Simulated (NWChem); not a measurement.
Species: H₂PO₄, doublet; SMILES O=P(O)(O)[O]

```xyz
7

O      0.1149     1.1717    -1.0914
P     -0.0744     0.1235     0.0023
O      0.0593     0.9180     1.2975
O      0.9543    -1.1205    -0.0783
O     -1.4507    -0.6738    -0.1628
H      1.8707    -0.8537     0.1092
H     -1.3407    -1.6352    -0.0743
```
Atoms are numbered in this order, from 1.

Results from NWChem. Pople sets run with spherical d functions. Spin-unrestricted. The geometry was optimised at B3LYP/6-31G* (spherical d), spin-unrestricted. No stability test was run on the SCF state. Atomic charges in e: unrestrained fits to the electrostatic potential beside Mulliken populations; buried atoms are poorly determined by the fit.

For level UHF/6-31G*:

| Property | Value |
|---|---|
| Mulliken O1 | -0.54 |
| ESP P2 | 1.47 |
| Mulliken P2 | 1.67 |
| Mulliken O3 | -0.49 |
| Mulliken O4 | -0.85 |
| Mulliken O5 | -0.81 |

**Question.** What are these values for level B3LYP/def2-SVP?

**Answer.** 
* **Mulliken O1**: -0.34
* **ESP P2**: 1.34
* **Mulliken P2**: 0.97
* **Mulliken O3**: -0.35
* **Mulliken O4**: -0.37
* **Mulliken O5**: -0.34
